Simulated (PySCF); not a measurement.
TlS, MP2: how much the basis matters

PySCF, UHF reference; doublet, unpaired electrons π ↑; De to Tl + S without counterpoise correction. Frozen cores follow the default of each basis and core potential.

| basis | relativity | functions | Re (Å) | ωe (cm⁻¹) | De (eV) | frozen orbitals |
| --- | --- | --- | --- | --- | --- | --- |
| def2-SVP | scalar-relativistic core potentials | 44 | 2.602 | 283 | 2.49 | 9 |
| cc-pVDZ-PP/cc-pV(D+d)Z | scalar-relativistic core potentials | 46 | 2.609 | 273 | 2.53 | 9 |
| def2-SVPD | scalar-relativistic core potentials | 59 | 2.646 | 263 | 2.74 | 9 |
| aug-cc-pVDZ-PP/aug-cc-pV(D+d)Z | scalar-relativistic core potentials | 64 | 2.636 | 263 | 2.78 | 9 |
| x2c-TZVPPall | spin-free X2C | 125 | 2.579 | 274 | 2.88 | 39 |

(1) How does each smaller set differ from the one with most functions, x2c-TZVPPall?

Correlated steps freeze the inner cores (9 to 39 orbitals); shallow outer-core shells are correlated. Correlated levels converge slowly with the basis: in double zeta they bind strong bonds too weakly, by up to about 1 eV, and carry superposition errors of some tenths. Spin–orbit coupling is left out, which matters for elements this heavy, above all for dissociation energies. The state was picked by a PBE0 search and need not be the measured ground state.

## Answers

(1) def2-SVP: +2.3 pm, +3.3 % in ωe, -0.39 eV in De; cc-pVDZ-PP/cc-pV(D+d)Z: +3.0 pm, -0.4 % in ωe, -0.35 eV in De; def2-SVPD: +6.7 pm, -4.0 % in ωe, -0.14 eV in De; aug-cc-pVDZ-PP/aug-cc-pV(D+d)Z: +5.7 pm, -4.0 % in ωe, -0.10 eV in De. All at MP2; the set with most functions is neither the basis-set limit nor always the best. The rows treat relativity differently, so the differences are not basis effects alone.
